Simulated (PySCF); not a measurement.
**SMILES [Se]=[PH]1CC[SiH2]CC1, C₄H₁₁PSeSi**

Geometry:
```csv
atom,x (Å),y (Å),z (Å)
Se1,-2.516,-1.196,-1.162
P2,-1.430,-0.565,0.494
C3,0.149,-1.454,0.792
C4,1.065,-1.257,-0.410
Si5,1.504,0.581,-0.645
C6,-0.134,1.552,-0.679
C7,-1.003,1.220,0.529
H8,-2.085,-0.726,1.724
H9,-0.099,-2.512,0.934
H10,0.605,-1.079,1.713
H11,0.545,-1.623,-1.299
H12,1.959,-1.871,-0.295
H13,2.235,0.773,-1.896
H14,2.286,1.024,0.522
H15,0.041,2.628,-0.720
H16,-0.692,1.290,-1.582
H17,-0.492,1.448,1.469
H18,-1.947,1.775,0.502
```

Theory: GIAO KT3/pcSseg-1 magnetisability, rotational g tensor and spin-rotation constants, non-relativistic, gas phase (PySCF). Geometry: GFN2-xTB.

The calculation is non-relativistic, which matters for the atoms heavier than Zn.

(1) Give the nuclear spin-rotation constants along the inertial axes (H = +C I·J) beside the isotropic shieldings.

(2) How do the rotational constants and the g tensor change when H8, H9, H10, H11, H12, H13, H14, H15, H16, H17, H18 are replaced by deuterium?

Answers

(1) Rotational constants 2.0564, 0.7535, 0.7172 GHz. A star marks the isotopologue with that one atom substituted, in its own axes.
```csv
atom,isotope,Caa (kHz),Cbb (kHz),Ccc (kHz),mean (kHz),σ (ppm)
P2,31P,2.921,1.276,1.065,1.754,340.6
H8,1H,-0.134,-0.059,0.033,-0.053,24.5
H9,1H,-0.141,0.003,-0.086,-0.075,29.5
H10,1H,-0.104,-0.082,-0.019,-0.068,29.5
H11,1H,-0.100,-0.076,-0.020,-0.065,29.3
H12,1H,-0.159,-0.008,-0.085,-0.084,30.9
H13,1H,-0.166,-0.070,0.023,-0.071,27.8
H14,1H,-0.031,-0.074,-0.021,-0.042,27.9
H15,1H,-0.157,-0.009,-0.084,-0.083,30.9
H16,1H,-0.102,-0.076,-0.019,-0.066,29.4
H17,1H,-0.106,-0.082,-0.018,-0.069,29.5
H18,1H,-0.140,0.003,-0.087,-0.074,29.5
Se1,77Se*,1.501,0.452,0.894,0.949,2274.6
C3,13C*,0.308,0.126,0.134,0.190,151.5
C4,13C*,0.246,0.096,0.092,0.145,180.3
Si5,29Si*,-1.176,-0.405,-0.415,-0.665,408.0
```
For the geometry as given, no vibrational averaging.

(2) Constants 1.6850, 0.6905, 0.6513 GHz; g -0.0123, -0.0062, -0.0074, against -0.0151, -0.0066, -0.0080 before.
